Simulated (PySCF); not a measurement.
# Si2PH8O(+)

The system: Si2PH8O(+), a small molecule (built as: end group OH2+); charge +1, singlet. The structure, one conformer, was relaxed in the gas phase by PBE0-D3(BJ)/def2-SVP. No frequency run checks that it is a minimum.

SMILES: [OH2+]P([SiH3])[SiH3]

Coordinates in Å:
```
Si1     1.740   -0.774    0.044
P2      0.067    0.388   -1.026
Si3    -1.754   -0.695   -0.131
O4      0.047    1.849    0.241
H5      1.333   -1.120    1.431
H6      2.931    0.116   -0.002
H7      1.870   -1.956   -0.852
H8     -1.850   -1.861   -1.051
H9     -2.892    0.253   -0.279
H10    -1.504   -1.072    1.286
H11    -0.760    2.395    0.203
H12     0.811    2.450    0.153
```

Shieldings: GIAO PBE0/pcSseg-2. Shifts are against computed references at the same level: H TMS (σ 31.24 ppm), Si TMS (σ 341.3 ppm). Core levels by delta-SCF with SCAN, pcX-2 on the ionised atom and pcseg-1 elsewhere, spin-free X2C (2p3/2 is the spin-free 2p value less a third of a first-order spin-orbit splitting); from the vacuum level, for chosen atoms.

Question: Give the NMR and core-level values of the distinct atoms.

Answer: 
| atoms | bonded to | σ (ppm) | δ (ppm) | core level (eV) |
| --- | --- | --- | --- | --- |
| Si1 | 1 P + 3 H | 395.1 | -53.8 | 2p3/2 111.37 |
| P2 | 1 O + 2 Si | -210.6 | - | 2p3/2 142.19 |
| Si3 | 1 P + 3 H | 395.7 | -54.4 | 2p3/2 111.41 |
| O4 | 1 P + 2 H | 343.4 | - | 1s 547.19 |
| H5 H6 H7 | 1 Si | 26.24 | 5.00 | - |
| H8 H9 H10 | 1 Si | 26.23 | 5.02 | - |
| H11 | 1 O | 28.11 | 3.14 | - |
| H12 | 1 O | 28.00 | 3.24 | - |

Values are those of this one static structure, with the three H of a rotating XH3 group averaged; atoms that internal rotation interchanges would show their mean in an NMR spectrum.

Question: By CAM-B3LYP/def2-SVPD (TDDFT singlets, Tamm-Dancoff triplets, ionisation by delta-SCF), where does absorption start, and what does vertical ionisation take?

Answer: The lowest singlet lies at 3.54 eV (f 0.005), the strongest of the first 6 at 6.94 eV (f 0.140), the lowest triplet at 2.65 eV; vertical ionisation takes 14.20 eV.

The 3 runs behind this took 110 s in all, one thread each of Arm Neoverse V1 on a shared host, launched as `OMP_NUM_THREADS=1 python cluster_run.py task.json out`.
